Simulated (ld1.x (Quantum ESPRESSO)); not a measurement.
**PBEsol PAW dataset for boron, scalar-relativistic all-electron reference.**

B, PAW, made with ld1.x (Quantum ESPRESSO) 7.5 (PBEsol, scalar-relativistic). Core [He], reference 2s1.75 2p1.25. Waves: 2s (bound): rcut 1.20, rcutus 1.60 bohr; 2s channel at 3.55 Ry: rcut 1.20, rcutus 1.60 bohr; 2p (bound): rcut 3.10, rcutus 3.60 bohr; 2p channel at 0.95 Ry: rcut 3.10, rcutus 3.60 bohr; 3d channel at 0.3 Ry: rcut 2.95, rcutus 3.60 bohr; 3d channel at 1.9 Ry: rcut 2.95, rcutus 3.60 bohr. Local part: all-electron potential smoothed inside 2.95 bohr (lloc = -1). Core correction: Bessel-smoothed model core inside 1.10 bohr. Augmentation charge: BESSEL, radius 1.05 bohr.

Calculated quality:

| Property | Result |
| --- | --- |
| Cutoffs needed | 6 Ry and 6 Ry (the cutoffs (Ry, on a coarse ladder) from which the occupation-weighted sum of valence levels, in a spherical-Bessel basis at the reference potential, stays within 10 and 1 mRy of its value at 400 Ry) |
| Ghost test | no extra level below or beside the all-electron valence levels (s, p, d, f tested) (spherical-Bessel basis up to 400 Ry, 20 bohr box) |
| Configuration tests | test run stopped at test 2 of 7 (negative rho) |
| Lowest eigenvalue of the overlap operator | 0.54 (s channel) |

Generation and tests took about 0.69 s on one core of a shared server CPU.
